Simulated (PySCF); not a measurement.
C8H5S (charge -1).
SMILES: `C#Cc1ccc([S-])cc1`

The geometry is computed with GFN2-xTB (gas phase).

Masses are those of the commonest isotopes; rigid-rotor values at the optimised geometry. 

(1) What are A, B and C (cm⁻¹)?

(2) What kind of rotor is it?

(3) Is it planar, by Δ = Ic − Ia − Ib?

(4) Where do the levels up to J = 5 lie, in K?

(5) Estimate the classical rotational partition function at 50 K, 200 K and 500 K.

Results:

(1) Ia = 88.01, Ib = 700.74, Ic = 788.75 u·Å²; 505379 MHz·u·Å²/I gives 5742, 721.2 and 640.7 MHz, that is A = 0.19153, B = 0.02406, C = 0.02137 cm⁻¹.

(2) A near-prolate asymmetric top; Ray's κ = -0.968.

(3) Planar: Δ = Ic − Ia − Ib = 0.00 u·Å². For a rigid frame Δ = −2 Σ m c², so it vanishes when all atoms lie in the ab plane; here none is more than 0.01 Å from it.

(4) Above 0(0,0), as E/k:
J = 1: 1(0,1) 0.065, 1(1,1) 0.306, 1(1,0) 0.310
J = 2: 2(0,2) 0.196, 2(1,2) 0.433, 2(1,1) 0.445, 2(2,1) 1.168, 2(2,0) 1.168
J = 3: 3(0,3) 0.392, 3(1,3) 0.623, 3(1,2) 0.647, 3(2,2) 1.364, 3(2,1) 1.364, 3(3,1) 2.578, 3(3,0) 2.578
J = 4: 4(0,4) 0.653, 4(1,4) 0.877, 4(1,3) 0.916, 4(2,3) 1.625, 4(2,2) 1.626, 4(3,2) 2.840, 4(3,1) 2.840, 4(4,1) 4.540, 4(4,0) 4.540
J = 5: 5(0,5) 0.979, 5(1,5) 1.194, 5(1,4) 1.252, 5(2,4) 1.952, 5(2,3) 1.953, 5(3,3) 3.167, 5(3,2) 3.167, 5(4,2) 4.867, 5(4,1) 4.867, 5(5,1) 7.053, 5(5,0) 7.053

(5) Point group C2v, symmetry number σ = 2; q = (√π/σ)·√((kT/h)³/(ABC)), k/h = 20836.6 MHz/K: 18300 at 50 K, 146000 at 200 K, 579000 at 500 K.

GFN2-xTB frequencies: not computed here. Constants of a rigid frame at the computed geometry: no zero-point averaging, no centrifugal distortion.
